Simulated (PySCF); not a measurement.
# Electric field gradients and quadrupole coupling constants

Species: C₂H₃F₃OSi.
Cartesian coordinates in Å at the PBE0-D3(BJ)/def2-SVP level; atoms count from 1:
```
atom  x, y, z in Å
O1     0.0390   -1.9118    0.2735
C2    -0.0690   -0.7260    0.1165
Si3    1.4662    0.3707   -0.3505
C4    -1.4454   -0.0538    0.2934
F5    -2.3852   -0.9118    0.6351
F6    -1.3524    0.8884    1.2354
F7    -1.7910    0.5409   -0.8512
H8     2.4272    0.2369    0.7793
H9     1.0871    1.7948   -0.5607
H10    2.0326   -0.2227   -1.5929
```

Field gradients from the PBE0/pcSseg-1 density (PySCF, non-relativistic), principal values in atomic units, ordered |Vxx| ≤ |Vyy| ≤ |Vzz|:

```
atom     Vxx     Vyy      Vzz
  O1  0.3320  1.7985  -2.1306
```

Q: Find the asymmetry η = (Vxx − Vyy)/Vzz and the couplings χ = eQV/h (234.96 MHz × Q in barn × V in au), with Q(17O) = −0.0256 b.

A: 
```tsv
atom	environment	nucleus	η	χzz (MHz)	χxx (MHz)	χyy (MHz)
O1	carbonyl oxygen	17O	0.69	12.82	-2.00	-10.82
```

The tensor is traceless: Vxx + Vyy + Vzz = 0.

Q: What is Vzz at O1 in SI units (1 au = 9.71736 × 10²¹ V/m²)?

A: -2.1306 au = -20.704 × 10²¹ V/m².

Q: What couplings would deuterons (Q(2H) = 0.00286 b) have in place of the hydrogens, at this geometry?

A: 
```tsv
atom	bonded to	bond length (Å)	Vzz (au)	η	χzz (kHz)
H8	Si3	1.489	0.1416	0.02	95
H9	Si3	1.489	0.1404	0.03	94
H10	Si3	1.489	0.1419	0.02	95
```

Geometry: PBE0-D3(BJ)/def2-SVP; no solvent, vibrations or thermal averaging. With a basis this small, the couplings can be 20 % off.
